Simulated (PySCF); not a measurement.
Species: para-tolunitrile, C₈H₇N.
Geometry (PBE0-D3(BJ)/def2-TZVP, Å), atoms numbered from 1 in this order:
```xyz
16
C8H7N angstrom
C      2.4979    0.1226   -0.3544
C      1.0162    0.0560   -0.1565
C      0.3405   -1.1598   -0.2485
C     -1.0234   -1.2379   -0.0453
C     -1.7468   -0.0839    0.2564
C     -3.1556   -0.1544    0.4644
N     -4.2942   -0.2095    0.6310
C     -1.0858    1.1395    0.3482
C      0.2801    1.1994    0.1419
H      2.8131   -0.4974   -1.1961
H      2.8302    1.1450   -0.5372
H      3.0225   -0.2440    0.5330
H      0.8950   -2.0613   -0.4858
H     -1.5388   -2.1874   -0.1201
H     -1.6488    2.0354    0.5784
H      0.7870    2.1555    0.2123
```

Computed with PySCF at wB97X-D/pcSseg-2, non-relativistic, on one gas-phase PBE0-D3(BJ)/def2-TZVP geometry that isn't relaxed in the solvent. The solvent is an IEF-PCM continuum (cavity from Bondi-type radii × 1.2). The model holds no explicit solvent molecules, cavitation or dispersion.

Gas phase at wB97X-D/pcSseg-2: HOMO -9.22 eV, LUMO 0.23 eV, dipole 5.36 D.

Question: What does the continuum do to the energy, the frontier levels and the dipole at wB97X-D/pcSseg-2 in chloroform?

Answer: 
```
   solvent      ε  E(solvent) − E(gas) (kJ/mol)  polarisation term (kJ/mol)  distortion of the solute (kJ/mol)  HOMO (eV)  LUMO (eV)  dipole (D)
chloroform  4.711                        -21.36                      -24.87                               3.51      -9.12       0.30        6.60
```

The first energy column is the sum of the next two and covers electrostatics alone.

Question: Which radius a makes the point-dipole formula ΔE = −[(ε − 1)/(2ε + 1)]·μ²/a³ give the value in chloroform, with the gas-phase dipole?

Answer: μ = 2.108 au and |ΔE| = 0.00814 Eh give a = 3.07 Å; the farthest nucleus lies 4.34 Å from the centroid of the nuclei, so such a sphere wouldn't even hold the nuclei. The formula assumes a rigid point dipole at the centre of a sphere.

Question: Give the dipole vector in the frame of the coordinates (D, pointing from negative to positive charge), gas and chloroform.

Answer: Gas (5.30, 0.23, -0.75), solvent (6.53, 0.28, -0.92). Its length changes by +23 % and its direction by less than 1°.

The run took 3.9 min wall, 7.9 min CPU on Intel Xeon at 2.50 GHz, 2 threads, shared host with 64 logical CPUs at a one-minute load of 55, and the process peaked at 2.9 GiB of memory. This is the whole shielding run at wB97X-D/pcSseg-2 in chloroform, SCF included.

wB97X-D is run here without its empirical dispersion term; that term would change no orbital, density or response property at a fixed geometry.
